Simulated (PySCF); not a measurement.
**Two-component Hartree-Fock for Pr⁴⁺ (praseodymium, charge +4)**

Start: [Xe] 4f1; 4f5/2 filled at m_j = +5/2. Calculated with PySCF 2.14 in x2c-TZVPall-2c (11s11p10d4f1g, 131 functions): generalised Hartree-Fock with the X2C-1e Hamiltonian and a Gaussian nucleus; one run each with spin-orbit coupling (SO) switched off, then screened by Boettger's factors.

```csv
spinor shell,electrons,"ε, spin-free (eV)","ε, screened SO (eV)",weight of nominal j (screened SO),"rms radius, screened SO (bohr)"
1s1/2,2,-42244.6,-42238.5,1.000,0.0275
2s1/2,2,-6952.2,-6950.4,1.000,0.111
2p1/2,2,-6219.4,-6557.1,1.000,0.0958
3s1/2,2,-1590.3,-1589.6,1.000,0.290
3p1/2,2,-1353.0,-1421.5,1.000,0.282
3p3/2,4,-1353.0,-1322.5,1.000,0.294
3d3/2,4,-1019.4,-1031.9,1.000,0.266
3d5/2,6,-1019.4,-1010.4,1.000,0.269
4s1/2,2,-378.55,-378.34,1.000,0.657
4p1/2,2,-297.63,-313.12,0.998,0.679
4p3/2,4,-297.63,-290.63,0.999,0.705
4d3/2,4,-178.14,-181.43,0.969,0.766
4d5/2,6,-178.14,-175.76,0.979,0.775
5s1/2,2,-91.875,-91.834,1.000,1.53
5p1/2,2,-67.587,-70.277,0.986,1.67
5p3/2,4,-67.587,-66.366,0.993,1.74
4f5/2,1,-59.622,-59.771,0.990,1.00
```

Task: Where does 2p3/2 lie, and what is the 2p spin-orbit splitting (screened SO)?

Result: At -6071.1 eV, 485.93 eV above 2p1/2.

```csv
quantity,spin-free,screened SO
E (hartree),-9228.47554,-9232.79451
M_J,5/2,5/2
⟨J²⟩,9.761,8.826
⟨L²⟩,12.009,12.051
⟨S²⟩,0.751,0.793
```

Each row is a mean over spinors that exchange with the open shell spreads, by up to 7.074 eV (4d3/2).

⟨J²⟩ departs a little from M_J(M_J + 1) because the unrestricted spinors polarise the closed shells.

Breit and QED terms are absent; they matter most for the inner s and p1/2 levels.

Densities and radii are taken from the X2C orbitals without a picture-change correction, which distorts them close to the nucleus.

Without spin-orbit coupling the j labels of p, d and f shells carry no meaning; the spin-free column gives the mean over the occupied spinors of each nl shell, and its ⟨J²⟩ belongs to a mixture of degenerate components.
